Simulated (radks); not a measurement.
Results of a calculation; reference values are marked as such.
All-electron atom: the molybdenum ion Mo37+ in [He] 2s2 2p1. Level of theory: non-relativistic Kohn-Sham, PBE, spin-polarised, spherical densities, point nucleus; open shells are filled with parallel spins first (spin-orbit coupling, left out, can overturn this in heavy ions); relativity is left out, which matters for an element this heavy (a radial shooting solver on a logarithmic mesh with Libxc functionals).

Normalised radial functions P(r) = r R(r), r in bohr:

```
   r/bohr * 2p up (the largest magnitude, 2.78, reaches the edge; | marks zero)
 0.003179 *
 0.003946 |*
 0.004897 |*
 0.006078 |*
 0.007543 | *
 0.009362 |  *
  0.01162 |   *
  0.01442 |     *
   0.0179 |        *
  0.02221 |            *
  0.02757 |                 *
  0.03421 |                       *
  0.04246 |                               *
   0.0527 |                                      *
  0.06541 |                                              *
  0.08118 |                                                    *
   0.1007 |                                                      *
    0.126 |                                                   *
   0.1564 |                                           *
   0.1942 |                               *
    0.241 |                   *
   0.2991 |         *
   0.3712 |   *
   0.4606 |*
   0.5717 *
   0.7096 *
   0.8806 *
    1.093 *
```

2p up: eigenvalue -5064.6 eV, 0 radial nodes, <r> = 0.126 bohr, 90 % of the charge inside 0.202 bohr.
